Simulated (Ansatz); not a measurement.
```yaml
crystal:
  periodic: [false, false, false]
  atoms:
    - {symbol: B, position_ang: [-0.224964, 1.050704, -0.240526]}
    - {symbol: C, position_ang: [0.124052, -0.325628, 0.380177]}
    - {symbol: O, position_ang: [1.258026, -0.944030, 0.121693]}
    - {symbol: Br, position_ang: [-1.385295, -0.461196, -1.293632]}
    - {symbol: H, position_ang: [0.563351, 1.523420, -1.000766]}
    - {symbol: H, position_ang: [-1.010722, 1.726130, 0.352782]}
    - {symbol: H, position_ang: [-0.492341, -0.783014, 1.154372]}
    - {symbol: H, position_ang: [1.259993, -1.843486, 0.470099]}
basis:
  gaussian: {orbitals: pcseg-2}
hamiltonian: {xc: {name: HF}}
correlation: {method: mp2, frozen_orbitals: {B: 9}}
accuracy: high
output: {forces: true}
```

```sh
$ ansatz run in.yaml --threads 2 --pin off --events-out ev --progress --plain --max-ram 4352MiB
```

Q: How does Ansatz answer? (An estimate is asked.)

A: Ansatz gave: The program refused the input.
```
Functional definition: HF
Error: "frozen_orbitals" has no count for C
```
